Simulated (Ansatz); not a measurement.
Mulliken charges of CHBOS, SMILES `S=C1BO1` from ωB97M-V/def2-TZVPP in Ansatz (PBE0-D4/def2-TZVP geometry).

```tsv
atom	x (Å)	y (Å)	z (Å)	charge (e)
S1	-2.129	-0.717	0.172	-0.120
C2	-0.637	-0.206	0.043	0.256
B3	0.677	0.461	-0.102	-0.084
O4	0.616	-0.883	0.097	-0.171
H5	1.523	1.271	-0.252	0.119
```

Problem. By hand: the dipole of these point charges (1 e Å = 4.8032 D).

Solution. Σ q r = (0.111, 0.297, -0.048) e Å, of length 0.321 e Å = 1.54 D.

Problem. How does the dipole of the full density compare? (Estimate.)

Solution. Ansatz gave: (0.349, 0.324, -0.060) e Å, 2.31 D; the point charges give 0.67 times that, at 26° from its direction.

Point charges leave out the atoms' own dipoles, such as those of lone pairs, and Mulliken's split depends on the basis, so the two needn't agree.
